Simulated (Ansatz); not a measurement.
Input file for `C[CH]1[AlH][C]1(F)F`:

```yaml
crystal:
  periodic: [false, false, false]
  atoms:
    - {symbol: C, position_ang: [0.109332, -0.781628, -1.278572]}
    - {symbol: C, position_ang: [0.383328, -0.164241, 0.069481]}
    - {symbol: Al, position_ang: [-0.178636, -0.173311, 1.912912]}
    - {symbol: C, position_ang: [-0.284603, 1.152094, 0.500992]}
    - {symbol: F, position_ang: [-1.550787, 1.241858, -0.031326]}
    - {symbol: F, position_ang: [0.359721, 2.292992, 0.148138]}
    - {symbol: H, position_ang: [0.567507, -1.770220, -1.351633]}
    - {symbol: H, position_ang: [0.500475, -0.169102, -2.096954]}
    - {symbol: H, position_ang: [-0.963445, -0.900366, -1.438655]}
    - {symbol: H, position_ang: [1.461221, 0.017490, 0.235516]}
    - {symbol: H, position_ang: [-0.338813, -0.802567, 3.350701]}
basis:
  gaussian: {orbitals: def2-TZVPP}
correlation: {method: ccsd_t}
```

```sh
$ ansatz run in.yaml --threads 4 --pin off --events-out ev --progress --plain --max-ram 10444MiB
```

The program prints (abridged):

```
Functional definition: HF
1638 factors; integrals over basis functions are off by at most 1.1e-3 eV
mean field evaluation 1: about -15161.3751 eV, gradient 4.3e1 eV
mean field evaluation 2: about -15161.6372 eV, gradient 4.3e1 eV
mean field evaluation 4: about -15166.3566 eV, gradient 4.4e0 eV
mean field evaluation 8: about -15166.4626 eV, gradient 3.4e-1 eV
mean field evaluation 16: about -15166.4632 eV, gradient 1.8e-6 eV
mean field -15166.46323312 eV, -557.3572436191 hartree, gradient 1.8e-6 eV, S^2 0.000000; 0 other end points of the search recorded, 0 dependent functions left out
10 core orbitals not correlated: weight in the atoms' cores, before any rotation towards them, 1.000 or more for the frozen orbitals, at most 0.000 for the correlated occupied ones
reference -15166.46323312 eV, -557.3572436191 hartree; 17, 17 occupied and 240, 240 virtual orbitals, 1638 factors
second order -29.22965078 eV of doubles, -0.00000000 eV of singles
cycle   1  -29.29782391 eV  change   -6.8e-2 eV  update   1.2e-1
cycle   2  -29.97635752 eV  change   -6.8e-1 eV  update   3.6e-2
cycle   3  -30.14106867 eV  change   -1.6e-1 eV  update   2.0e-2
cycle   4  -30.12649383 eV  change    1.5e-2 eV  update   5.2e-3
cycle   5  -30.12216725 eV  change    4.3e-3 eV  update   3.0e-3
cycle   6  -30.12390659 eV  change   -1.7e-3 eV  update   1.1e-3
cycle   7  -30.12383502 eV  change    7.2e-5 eV  update   5.1e-4
cycle   8  -30.12348363 eV  change    3.5e-4 eV  update   2.3e-4
cycle   9  -30.12350346 eV  change   -2.0e-5 eV  update   1.1e-4
cycle  10  -30.12360956 eV  change   -1.1e-4 eV  update   5.0e-5
cycle  11  -30.12353861 eV  change    7.1e-5 eV  update   2.4e-5
cycle  12  -30.12356159 eV  change   -2.3e-5 eV  update   1.2e-5
perturbative correction -1.14133366 eV, -0.0419432382 hartree
Total energy: -15197.72812836 eV, -558.5062073273 hartree
```

Run time 4.4 min (4 threads of an Arm Neoverse V1 on a shared host); peak host memory 7.1 GiB.

MP2 recovers 93.5 % of the CCSD(T) correlation energy and the triples give 3.7 %; T1 = 0.0132.
